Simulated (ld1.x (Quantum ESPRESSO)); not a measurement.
# Configuration tests for Cl (TM)

- Element: chlorine
- Generator: ld1.x (Quantum ESPRESSO) 7.5
- Type: norm-conserving Troullier–Martins (Kleinman–Bylander form)
- Functional: PBE
- Relativity: scalar-relativistic
- Frozen core: [Ne]
- Valence charge: 7
- Reference configuration: 3s1.5 3p5.5
- Partial waves: 3s (bound): rc 1.00 bohr; 3p (bound): rc 1.15 bohr
- Local potential: all-electron potential smoothed inside 1.00 bohr (lloc = -2)
- Core correction: none

Energies are relative to the spin-unpolarised reference configuration 3s1.5 3p5.5; without spin polarisation the order of configurations can differ from experiment.

Question: Give the all-electron excitation energy and the error of the potential for: 3s2 3p5; 3s2 3p4; 3s2 3p3; 3s2 3p1; 3s2 3p5.3; 3s1 3p5; 3s1 3p6.

Answer:

```tsv
valence configuration	charge	ΔE all-electron (eV)	error AE − PS (meV)
3s2 3p5	0	-6.063	+3.7
3s2 3p4	+1	7.813	+9.3
3s2 3p3	+2	33.260	+39
3s2 3p1	+4	123.810	+286
3s2 3p5.3	-0.3	-8.201	+4.0
3s1 3p5	+1	20.522	+8.2
3s1 3p6	0	6.091	+5.4
```
